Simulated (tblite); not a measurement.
**Question.** Write Cartesian coordinates for InChI=1S/C7H7OS/c1-8-6-4-2-3-5-7(6)9/h3-5,9H,1H3 as optimised with GFN2-xTB. (Doublet state.)

**Answer.** 
```
atom  x, y, z in Å
C1     2.453   -0.431    0.591
O2     1.390    0.487    0.536
C3     0.179    0.060    0.067
C4    -0.085   -1.241   -0.369
C5    -1.342   -1.526   -0.813
C6    -2.380   -0.648   -0.871
C7    -2.118    0.650   -0.436
C8    -0.861    0.999    0.025
S9    -0.588    2.664    0.566
H10    2.225   -1.269    1.257
H11    3.302    0.123    0.988
H12    2.704   -0.813   -0.404
H13    0.686   -1.995   -0.354
H14   -3.359   -0.920   -1.231
H15   -2.898    1.396   -0.456
H16    0.685    2.472    0.891
```

Any rigid rotation of these coordinates is as good. Atoms count from 1 in this order. Of the pairs four or more bonds apart, O2···H16 is among the closest relative to their van der Waals radii: 2.14 Å, 79 % of the sum of Bondi's values. The 6-membered ring C3–C4–C5–C6–C7–C8 has internal angles of 116.4° to 125.6° (sum 720°, against 720° for a flat polygon); it is planar, 0.00 Å rms from its mean plane, widest ring torsion 0°. C7 (carbon bonded to 2 C and H) is planar (angles 120.6°, 120.2° and 119.2°, sum 360.0°, 0.00 Å off the plane of its three neighbours). C6 (carbon bonded to 2 C and H) is planar (angles 122.9°, 120.7° and 116.4°, sum 360.0°, 0.00 Å off the plane of its three neighbours).

Bonds between heavy atoms (Å): C1–O2 1.406, O2–C3 1.367, C3–C4 1.397, C4–C5 1.364, C5–C6 1.361, C6–C7 1.394, C7–C8 1.384, C8–S9 1.772, C3–C8 1.402.

Computed geometry: GFN2-xTB, gas phase. This method treats the open shell by occupation alone, without spin polarisation.

Point group: Cs (tolerance 0.08 Å). Its GFN2-xTB frequencies are all real (lowest 77 cm⁻¹). Torsions: C1–O2–C3–C4 0°, C7–C8–S9–H 180°.

One conformer stands for the species.
